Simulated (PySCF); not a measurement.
# Spinor energies of Hf (hafnium, neutral)

Start: [Xe] 4f14 5d2 6s2; 5d3/2 filled at m_j = +1/2, +3/2. Calculated with PySCF 2.14 in x2c-SVPall-2c with one added diffuse shell each of s, d type (8s9p10d2f, 99 functions): generalised Hartree-Fock with the X2C-1e Hamiltonian and a Gaussian nucleus; one run each with spin-orbit coupling (SO) switched off, then screened by Boettger's factors.

```csv
spinor shell,electrons,"ε, spin-free (eV)","ε, screened SO (eV)",weight of nominal j (screened SO),"rms radius, screened SO (bohr)"
1s1/2,2,-65688.0,-65669.6,1.000,0.0215
2s1/2,2,-11371.5,-11365.6,1.000,0.0869
2p1/2,2,-9986.7,-10835.9,1.000,0.0740
2p3/2,4,-9986.7,-9637.7,1.000,0.0812
3s1/2,2,-2650.9,-2648.8,1.000,0.222
3p1/2,2,-2229.7,-2413.9,1.000,0.214
3d3/2,4,-1726.3,-1759.0,1.000,0.202
3d5/2,6,-1726.3,-1702.5,1.000,0.206
4s1/2,2,-564.77,-563.99,1.000,0.498
4p1/2,2,-424.01,-466.30,1.000,0.508
4p3/2,4,-424.01,-405.93,1.000,0.541
4d3/2,4,-238.58,-244.97,1.000,0.570
4d5/2,6,-238.58,-233.49,1.000,0.583
5s1/2,2,-80.430,-80.166,1.000,1.23
5p1/2,2,-43.797,-49.900,0.983,1.43
5p3/2,4,-43.797,-40.860,0.992,1.46
4f5/2,6,-31.250,-31.837,0.998,0.749
4f7/2,8,-31.250,-30.029,0.999,0.749
5d3/2,2,-7.219,-7.357,0.888,2.60
6s1/2,2,-6.540,-6.470,0.979,3.96
```

Q: Where does 3p3/2 lie, and what is the 3p spin-orbit splitting (screened SO)?

A: At -2152.5 eV, 261.39 eV above 3p1/2.

```json
{"quantity": "E (hartree)", "spin-free": "-15066.23570", "screened SO": "-15081.99634"}
{"quantity": "M_J", "spin-free": "2", "screened SO": "2"}
{"quantity": "⟨J²⟩", "spin-free": "8.082", "screened SO": "6.675"}
{"quantity": "⟨L²⟩", "spin-free": "12.053", "screened SO": "11.646"}
{"quantity": "⟨S²⟩", "spin-free": "2.028", "screened SO": "1.955"}
```

The determinant has a definite M_J but mixes levels of different J.

Each row is a mean over spinors that exchange with the open shell spreads, by up to 2.647 eV (5p1/2).

Rows whose weight is well below 1 are mixtures of j = l ± 1/2: exchange outweighs spin-orbit coupling there, and the label is only the starting occupation.

Breit and QED terms are absent; they matter most for the inner s and p1/2 levels.

Densities and radii are taken from the X2C orbitals without a picture-change correction, which distorts them close to the nucleus.

Without spin-orbit coupling the j labels of p, d and f shells carry no meaning; the spin-free column gives the mean over the occupied spinors of each nl shell, and its ⟨J²⟩ belongs to a mixture of degenerate components.
